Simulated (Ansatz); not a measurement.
BrF2H2InOSi, SMILES `F[Si](F)(Br)[O][InH2]`, relaxed with RKS PBE0-D4/def2-TZVP in the Gaussian-basis code of Ansatz from a GFN2-xTB geometry. The force threshold is 0.005 eV/Å; the program also tests the step.

Charge 0, multiplicity 1. In: def2 effective core potential.

Start:

```xyz
8

F    -0.190    1.971   -1.339
Si    0.436    0.565   -0.964
F    -0.926   -0.361   -1.022
Br    1.738   -0.116   -2.531
O     0.988    0.427    0.492
In   -0.439   -0.633    1.570
H    -0.037   -2.268    1.548
H    -1.570    0.416    2.246
```

(1) By how much does the energy fall, and how many steps does the optimiser take? (An estimate is asked.)

(2) Which bonds change most? (Estimate.)

(3) Give the relaxed structure. (An estimate is asked.)

Answers

(1) Ansatz gave: 20.62 kJ/mol, in 33 steps, 2 of them rejected.

(2) The calculation gave: Si2–F3 from 1.648 to 1.581 Å; O5–In6 from 2.079 to 2.018 Å; Si2–Br4 from 2.148 to 2.206 Å; Si2–O5 from 1.563 to 1.578 Å.

(3) Computed: 
```xyz
8

F     0.335    2.118   -1.622
Si    0.055    0.610   -1.247
F    -1.002    0.088   -2.300
Br    1.925   -0.505   -1.608
O    -0.458    0.463    0.237
In   -0.303   -0.712    1.870
H     0.519   -2.154    1.519
H    -1.070    0.091    3.152
```
